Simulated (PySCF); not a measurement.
H4OSiZn (SMILES [OH][Zn][SiH3]), singlet, at a GFN2-xTB geometry (such geometries of metal compounds can be far from the true shape).

Input for PySCF:
```python
from pyscf import gto, scf, mcscf
import numpy

mol = gto.M(
    atom='''
Zn   -0.09282826    0.20255264   -0.51099470
O    -0.28495655    1.91948133   -0.60871861
H    -0.44016008    2.67357003   -1.16774483
Si    0.30620132   -1.35181204    1.18076914
H     0.36332917   -2.74929246    0.74120542
H    -0.72603980   -1.31820410    2.22485202
H     1.58055257   -1.11313448    1.87050909
''',
    basis='6-31g',
    verbose=3,
)

mf = scf.RHF(mol)
mf.kernel()
mc = mcscf.CASSCF(mf, 4, 6)
mc.fix_spin_(ss=0.0)
mc.kernel()
occ = numpy.linalg.eigvalsh(mc.fcisolver.make_rdm1(mc.ci, mc.ncas, mc.nelecas))[::-1]
ss = mc.fcisolver.spin_square(mc.ci, mc.ncas, mc.nelecas)[0]
print('natural occupations', occ.round(4), ' <S^2>', round(ss, 4))
```

Problem. What does this run give for the SCF-reference dipole moment, number of basis functions, SCF-reference Mulliken (on the basis functions themselves) charges in atom order?

Solution. 
```
Property                                                                                                                                        Value
--------------------------------------------------------------------------------  -------------------------------------------------------------------
SCF-reference dipole moment                                                                                                                    3.37 D
number of basis functions                                                                                                                          57
SCF-reference Mulliken (on the basis functions themselves) charges in atom order  Zn1 0.78, O2 -1.01, H3 0.41, Si4 0.36, H5 -0.19, H6 -0.17, H7 -0.18
```
